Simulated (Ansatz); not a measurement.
Stepwise reaction of `C[Si](N)(Cl)Cl` with hydrogen, as a gas-phase model of exchange steps in deposition or etching. ΔE in kJ/mol; ΔG adds harmonic PBE0-D4 terms to CCSD(T)/CBS, at 1 bar.

Isolated molecules relaxed with PBE0-D4/def2-TZVP in Ansatz; ΔE leaves out vibrations. CCSD(T)/CBS adds triple-zeta CCSD(T) − MP2 to the extrapolated MP2 energy (def2 sets, frozen cores). This one scheme is used for every species. DFT in def2-TZVPP. B3LYP here is the variant with VWN-RPA as its local correlation; programs differ in this. Each species was taken in one conformer, which may not be the lowest.

```json
{"step": "1", "reaction": "`C[Si](N)(Cl)Cl` + H₂ → `C[SiH](N)Cl` + HCl", "PBE-D4": "87.0", "B3LYP-D4": "86.0", "ωB97M-V": "88.0", "CCSD(T)/CBS": "86.2", "ΔG(400 K)": "82.6"}
```

Problem. Give the row of step 2, `C[SiH](N)Cl` + H₂ → `C[SiH2]N` + HCl. (Best estimate.)

Solution. Ansatz gave: 
```
step                               reaction  PBE-D4  B3LYP-D4  ωB97M-V  CCSD(T)/CBS  ΔG(400 K)
   2  `C[SiH](N)Cl` + H₂ → `C[SiH2]N` + HCl   103.0     101.8    103.7        102.1       94.5
```

Problem. By hand: ΔE of the 2 steps together at CCSD(T)/CBS.

Solution. (86.2) + (102.1) = 188.3 kJ/mol, or 94.2 kJ/mol a step.

In ΔE each step is higher than the one before. All are uphill at CCSD(T)/CBS. ΔG lies between 82.6 and 94.5 kJ/mol a step. PBE-D4 differs from CCSD(T)/CBS by 0.8 to 0.9 kJ/mol a step. Isolated molecules leave out the surface, adducts and barriers. Largest T1 diagnostic: 0.009.
